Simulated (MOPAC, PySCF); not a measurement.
C2H10Si2, SMILES `C[SiH](C)[SiH3]`, neutral singlet in the gas phase. 

Z-matrix (Å, degrees):
```
Si
H 1 1.4888
C 1 1.8843 2 108.80
H 3 1.0930 1 111.29 2 59.30
H 3 1.0936 4 107.88 1 -121.97
H 3 1.0939 4 107.93 5 -116.37
C 1 1.8843 2 108.80 3 -120.62
H 7 1.0930 1 111.29 2 -59.32
H 7 1.0936 8 107.88 1 121.97
H 7 1.0939 8 107.93 9 116.37
Si 1 2.3474 2 107.97 7 -119.70
H 11 1.4856 1 111.37 2 60.32
H 11 1.4856 12 108.00 1 122.58
H 11 1.4868 12 107.69 13 116.03
```
Charge 0, spin multiplicity 1.

All levels are single points at this geometry (TPSSh-D3(BJ)/def2-TZVP); Pople sets use spherical d functions. Orbital energies aren't observables, and empty levels follow the basis.

| level | HOMO (eV) | LUMO (eV) | gap (eV) | dipole (D) | vertical IE, Delta-SCF (eV) |
|---|---|---|---|---|---|
| PBE-D3(BJ)/def2-TZVP in PySCF | -6.63 | -0.41 | 6.22 | 1.17 | 9.45 |
| TPSSh-D3(BJ)/def2-TZVP in PySCF | -7.22 | 0.11 | 7.33 | 1.11 | 9.60 |
| B3LYP/6-311+G** in PySCF | -7.62 | -0.25 | 7.37 | 1.05 | – |
| B3LYP/6-31G* in PySCF | -7.43 | 0.74 | 8.17 | 1.19 | 9.63 |
| B3LYP/LANL2DZ in PySCF | -7.72 | 0.97 | 8.70 | 1.00 | – |
| BP86/6-31G* in PySCF | -6.60 | 0.03 | 6.63 | 1.27 | – |
| M06-2X/6-31G* in PySCF | -8.68 | 1.61 | 10.29 | 1.10 | – |
| PBE/6-31G* in PySCF | -6.50 | 0.08 | 6.58 | 1.28 | 9.40 |
| SVWN5/6-31G* in PySCF | -6.53 | -0.06 | 6.46 | 1.30 | 9.48 |
| HF/6-31G* in PySCF | -10.37 | 3.99 | 14.37 | 1.05 | 9.18 |
| HF/STO-3G in PySCF | -8.34 | 10.98 | 19.32 | 0.33 | – |
| PM6 in MOPAC | -8.49 | 0.24 | 8.73 | 0.79 | – |
| PM7 in MOPAC | -10.32 | 0.42 | 10.74 | 0.69 | – |
